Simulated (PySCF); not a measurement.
## SbO₂, doublet: molecular constants

These are results of UPBE0/[Sb def2-TZVP with ECP28, O def2-TZVP], scalar-relativistic core potentials, density fitting, no spin–orbit coupling, PySCF, not measurements.

The structure is a minimum.

| Quantity | Value |
| --- | --- |
| Point group | C2v |
| Bond lengths | Sb–O 1.824 Å (×2) |
| Bond angles | O–Sb–O 121.0° |
| Atomisation energy without zero-point energy | 696 kJ/mol |
| Zero-point energy | 9.7 kJ/mol |
| Heat capacity Cp at 298.15 K | 47.8 J/(mol K) |
| Enthalpy at 298.15 K above 0 K | 11.94 kJ/mol |
| Principal quadrupole moments (Buckingham, traceless) about the centre of mass | -11.65, 3.65, 7.99 D Å |
| Highest occupied level (β) | -8.38 eV |
| Dipole moment | 3.07 D |
| Entropy at 298.15 K and 1 bar (electronic part: spin only) | 281.2 J/(mol K) |
| Lowest empty level (β) | -5.12 eV |
| Spin squared ⟨S²⟩ | 0.771 |
| Rotational constants | 0.8252, 0.2093, 0.167 cm⁻¹ |
| Rotational symmetry number | 2 |
| Principal polarisabilities | 29.8, 37.0, 68.7 bohr³ |

Harmonic modes (masses in u: Sb 120.904, O 15.995):
| symmetry | ω (cm⁻¹) | IR (km/mol) | type |
| --- | --- | --- | --- |
| a1 | 213 | 20.0 | bend |
| b2 | 617 | 20.8 | stretch |
| a1 | 795 | 4.4 | stretch |

In C2v the vibrations span 2a1 + b2. Here b1 is antisymmetric to the molecular plane and b2 lies in it.

Charges (e):
| atom | Mulliken | Löwdin | polar tensor | spin (Mulliken) | Mayer order to Sb1 |
| --- | --- | --- | --- | --- | --- |
| Sb1 | 1.07 | 0.77 | 0.32 | 0.12 | – |
| O2,3 | -0.53 | -0.39 | -0.16 | 0.44 | 1.66 |

Mulliken populations on Sb1 (electrons outside its core potential): s 3.72, p 7.81, d 10.29, f 0.11.

Outer orbital energies (eV). α occupied: -26.33, -15.31, -11.72, -10.59, -10.40, -9.26, -9.20, -8.74; empty: -3.41, -0.66, 0.10, 3.04. β occupied: -26.21, -25.38, -14.64, -10.15, -10.08, -10.05, -8.83, -8.38; empty: -5.12, -3.13, -0.38, 0.53.

This need not be the most stable arrangement of these atoms. No spin–orbit coupling is included, which matters more the heavier the element.

The final relaxation and frequency run took roughly 100 core-seconds on a shared host.
